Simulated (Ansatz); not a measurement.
Cost and result up the ladder for In(py)Cl3 (C5H5Cl3InN) (15 atoms). Charge 0, multiplicity 1. Geometry: PBE-D4/def2-SVP.

```xyz
15

In   -0.224   -1.170    2.500
N    -0.048   -0.217    0.416
C    -1.058    0.537   -0.064
C    -0.967    1.169   -1.309
C     0.201    1.002   -2.068
C     1.237    0.202   -1.563
C     1.074   -0.398   -0.310
H    -1.955    0.603    0.574
H    -1.806    1.777   -1.674
H     0.301    1.488   -3.050
H     2.163    0.037   -2.131
H     1.835   -1.060    0.137
Cl   -2.594   -1.378    2.514
Cl    0.678    0.462    3.960
Cl    1.161   -3.055    2.067
```

Ansatz on 4 threads of Arm Neoverse V2 on a shared host. Times are rough, and most runs start from the orbitals of an earlier one. r2SCAN0-D4/def2-TZVP serves as the yardstick here, not as an exact answer. Differences are given only for rows in sets of like size (and for xTB, whose basis is part of the method), since another set adds its own error. Binding counts from free atoms at the same level (In doublet, N quartet, C triplet, H doublet, Cl doublet; other spins of the atoms weren't run), without zero-point energy or a counterpoise term.

In the def2 sets In takes a core potential; there is no spin–orbit coupling. Correlated methods freeze 25 core orbitals; core or outer-core shells of In are correlated, in sets that lack core-valence functions. The rows differ in basis, and correlated rows in double-zeta sets carry the largest basis error.

Run but left out: HF/STO-3G (restricted singlet, unstable in another Hartree–Fock run and untested here).

Correlated methods converge slowly with the basis, most of all in double-zeta sets.

```
                            level  functions  wall time  binding energy per atom (eV)  difference from r2SCAN0-D4/def2-TZVP (eV)                  remarks
                  PBE-D4/def2-SVP        189      3.6 s                          4.58                                          –                        –
                 PBE0-D4/def2-SVP        189      5.5 s                          4.48                                          –                        –
                     MP2/def2-SVP        189        6 s                          4.29                                          –  restricted SCF unstable
                 PBE-D4/def2-TZVP        377        8 s                          4.52                                       0.21                        –
              revPBE-D4/def2-TZVP        377      8.5 s                          4.39                                       0.08                        –
                PBE0-D4/def2-TZVP        377       19 s                          4.42                                       0.11                        –
r2SCAN-D4/def2-TZVP (with forces)        377       20 s                          4.39                                       0.08                        –
             r2SCAN0-D4/def2-TZVP        377       26 s                          4.31                                       0.00                        –
```
